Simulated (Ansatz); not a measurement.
Cost and result for the atomization energy of CH₃AlFN (`F[CH]1[NH][AlH]1`) (7 atoms, 7 bonds).

Charge 0, multiplicity 1. The structure was optimised at the PBE0-D4/def2-TZVP level. Program: Ansatz. All runs use 2 threads of an Intel Xeon Platinum 8259CL on a shared host. Times are those of one run each, without the atoms' runs, and a repeat can differ threefold. Electronic energies, without spin–orbit coupling; frozen cores. CCSD(T)/CBS adds CCSD(T) − MP2 in def2-TZVPP to the MP2 limit, and its time is that of the two runs behind it. T1 = 0.015. B3LYP takes the VWN-RPA correlation (the form of Gaussian; ORCA's B3LYP/G). HSE06 is the plane-wave form, built on full-range PBE exchange.

CCSD(T)/CBS is a level of theory with its own doubt, some kJ/mol a heavy atom from the limit and from the frozen cores, so smaller differences don't rank the functionals.

| level | functions | wall time |
| --- | --- | --- |
| LDA (SPW92)/def2-TZVPP | 177 | 1.5 s |
| BLYP-D4/def2-TZVPP | 177 | 2.2 s |
| CCSD(T)/def2-SVP | 75 | 2.3 s |
| PBE-D4/def2-TZVPP (with forces) | 177 | 3 s |
| BHLYP-D4/def2-TZVPP | 177 | 3 s |
| HSE06-D4/def2-TZVPP | 177 | 3.1 s |
| B3LYP-D4/def2-TZVPP (with forces) | 177 | 3.9 s |
| r2SCAN-D4/def2-TZVPP (with forces) | 177 | 4.7 s |
| B2PLYP/def2-TZVPP | 177 | 4.9 s |
| ωB97M-V/def2-TZVPP (with forces) | 177 | 10 s |
| MP2/def2-QZVPP | 331 | 15 s |
| CCSD(T)/def2-TZVPP | 177 | 33 s |
| CCSD(T)/CBS(def2) | – | 48 s |

Problem. What atomization energy does each give, and how far from CCSD(T)/CBS? (An estimate is asked.)

Solution. Ansatz gave: 
| level | atomization (kJ/mol) | difference from CCSD(T)/CBS | per bond |
| --- | --- | --- | --- |
| LDA (SPW92)/def2-TZVPP | 2750.3 | 432.6 | 61.8 |
| BLYP-D4/def2-TZVPP | 2342.3 | 24.6 | 3.5 |
| CCSD(T)/def2-SVP | 2151.3 | -166.4 | -23.8 |
| PBE-D4/def2-TZVPP (with forces) | 2404.6 | 86.9 | 12.4 |
| BHLYP-D4/def2-TZVPP | 2205.3 | -112.4 | -16.0 |
| HSE06-D4/def2-TZVPP | 2324.0 | 6.3 | 0.9 |
| B3LYP-D4/def2-TZVPP (with forces) | 2319.0 | 1.3 | 0.2 |
| r2SCAN-D4/def2-TZVPP (with forces) | 2328.1 | 10.4 | 1.5 |
| B2PLYP/def2-TZVPP | 2292.3 | -25.4 | -3.6 |
| ωB97M-V/def2-TZVPP (with forces) | 2332.6 | 14.9 | 2.1 |
| MP2/def2-QZVPP | 2351.0 | 33.3 | 4.8 |
| CCSD(T)/def2-TZVPP | 2233.5 | -84.2 | -12.0 |
| CCSD(T)/CBS(def2) | 2317.7 | 0.0 | 0.0 |

In def2-TZVPP, CCSD(T) changes the Hartree–Fock value by +730.8 kJ/mol (the triples alone add +51.0 kJ/mol) and MP2 by +797.7 kJ/mol; breaking electron pairs costs correlation energy, which Hartree–Fock lacks. Leaving LDA and LC-ωPBE aside and taking each functional with its dispersion term where it has one, the values spread over 199.3 kJ/mol, from BHLYP-D4 to PBE-D4. LDA lies +356.4 kJ/mol from PBE without D4, its usual overbinding. From PBE to PBE0 (25 % exact exchange), in def2-TZVPP and without D4, the atomization energy moves by −81.5 kJ/mol: exact exchange takes away binding that semilocal exchange gives to molecules.
